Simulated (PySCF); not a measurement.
Gas-phase equilibrium of 1 mol MgCl₂, 0.46 mol H₂O at 1600 K and 0.133 bar, among 19 species (ClO, O₂, HCl, O, HO₂, H₂O, H, HOCl, H₂O₂, O₃, MgCl₂, H₂, MgH₂, MgCl, MgH, Cl, Cl₂, Mg, OH). Only gases are allowed; each row takes one source of thermochemistry for all species, and Cantera finds the minimum.

Computed with PySCF and rigid-rotor harmonic-oscillator thermochemistry at 1 bar. † marks an energy on the PBE0/def2-TZVP geometry and frequencies; other levels use their own. 6-31G* has spherical d functions here. Open shells (unrestricted) among the columns below: O₂ (multiplicity 3); the rest are closed-shell singlets. B3LYP is the form with VWN-RPA correlation. The harmonic model lacks anharmonicity and excited electronic states, which grow with temperature; levels with a mode under 35 cm⁻¹ are left out. Soft modes under 120 cm⁻¹ make the harmonic entropy rough for MgCl₂.

Molecules larger than those listed are left out. Table species left out: MgO, MgOH, Mg(OH)2, Mg2.

Mole fractions:

```tsv
thermochemistry	x MgCl₂	x H₂O	x H₂	x O₂	x HCl
B3LYP/6-31G*	0.67	0.30	0.012	0.0074	0.0063
LDA/def2-TZVP†	0.68	0.31	0.00021	0.0010	0.0036
ωB97M-V/def2-TZVP†	0.68	0.31	0.00063	0.0011	0.0033
```
The most sensitive of these is H₂: it spans a factor of 10^1.7 over these rows; at this temperature one factor of ten is RT ln 10 = 31 kJ/mol.
